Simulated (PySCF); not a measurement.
## Exercise with solution: oscillator strength and radiative lifetime

Mg(OH)(NH2) (H3MgNO), SMILES [NH2][Mg][OH].

Geometry optimised at TPSSh-D3(BJ)/def2-TZVP. The values are those of a single conformer.

TDDFT-PBE0/def2-SVPD run with PySCF puts the first singlet state with f over 0.02 at 4.11 eV (vertical), with the transition dipole (0.038, -0.709, 0.000) in atomic units.

Problem. Find the oscillator strength, the wavelength and the radiative lifetime that this transition would have in vacuum if emission retraced absorption.

Solution. 
|μ|² = 0.5041 au, so |μ| = 1.80 D. ΔE = 4.11/27.211 = 0.1510 hartree. f = (2/3) ΔE |μ|² = 0.051 (the program prints 0.051).
λ = 1239.84/4.11 = 302 nm; ν = 33149 cm⁻¹.
Einstein's coefficient A = 0.6670 ν² f s⁻¹ (ν in cm⁻¹) = 3.7e7 s⁻¹, so τ = 1/A = 27 ns. This state is S1. The figure is the radiative limit of this one transition; relaxation, internal conversion, crossing to triplets and a medium change what is measured.
